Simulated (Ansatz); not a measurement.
A run for Ansatz (an electronic-structure program): R-CCSD(T)/aug-cc-pVTZ on C2H2N2 (a complex).

Ansatz 0.2 input:
```yaml
crystal:
  periodic: [false, false, false]
  atoms:
    - {symbol: C, position_ang: [-0.21658715, 0.39363787, -1.13054421]}
    - {symbol: N, position_ang: [-0.11584127, 0.33019047, 0.02627859]}
    - {symbol: H, position_ang: [-0.02787827, 0.27470161, 1.03611601]}
    - {symbol: C, position_ang: [0.14902846, 0.16358149, 3.07874183]}
    - {symbol: N, position_ang: [0.24920382, 0.10131520, 4.23130921]}
    - {symbol: H, position_ang: [0.33563139, 0.04763784, 5.22473175]}
basis:
  gaussian:
    orbitals: aug-cc-pVTZ
magnetization: {spin_polarized: false}
correlation: {method: ccsd_t, electrons: outside_noble_gas}
scf: {lower_state_search: off}
```

It printed:

```
Functional definition: HF
[...]
these checks for a lower state are left out or cut short: stability, starts, cluster_reference, orbital_swaps, neighbouring_geometries, increment
integrals: 1.23 GiB planned
1358 factors; integrals over basis functions are off by at most 1.3e-3 eV
mean field: 0.60 GiB planned
mean field evaluation 1: about -5053.2194 eV, gradient 3.5e1 eV
mean field evaluation 2: about -5053.2252 eV, gradient 3.5e1 eV
mean field evaluation 4: about -5055.7014 eV, gradient 4.6e0 eV
mean field evaluation 8: about -5055.7563 eV, gradient 8.0e-5 eV
mean field -5055.75629110 eV, -185.7956167831 hartree, gradient 9.2e-7 eV, S^2 0.000000; 0 other end points of the search recorded, 0 dependent functions left out
4 core orbitals not correlated
reference -5055.75629110 eV, -185.7956167831 hartree; 10, 10 occupied and 216, 216 virtual orbitals, 1358 factors
second order -18.49469891 eV of doubles, -0.00000000 eV of singles
coupled cluster: 1.65 GiB planned
cycle   1  -18.21290424 eV  change    2.8e-1 eV  update   1.1e-1
cycle   2  -18.77813736 eV  change   -5.7e-1 eV  update   3.5e-2
cycle   3  -18.91966096 eV  change   -1.4e-1 eV  update   1.8e-2
cycle   4  -18.90464967 eV  change    1.5e-2 eV  update   4.0e-3
cycle   5  -18.90738736 eV  change   -2.7e-3 eV  update   1.6e-3
cycle   6  -18.90774165 eV  change   -3.5e-4 eV  update   3.8e-4
cycle   7  -18.90752920 eV  change    2.1e-4 eV  update   1.1e-4
cycle   8  -18.90752102 eV  change    8.2e-6 eV  update   4.3e-5
cycle   9  -18.90751139 eV  change    9.6e-6 eV  update   1.7e-5
cycle  10  -18.90749313 eV  change    1.8e-5 eV  update   5.2e-6
perturbative correction -0.98449784 eV, -0.0361796284 hartree
Total energy: -5075.64828207 eV, -186.5266339682 hartree
Checks for a lower state left out: stability, starts, cluster_reference, orbital_swaps, neighbouring_geometries, increment
```

The run converged.

Cost: very roughly 7 core-minutes.
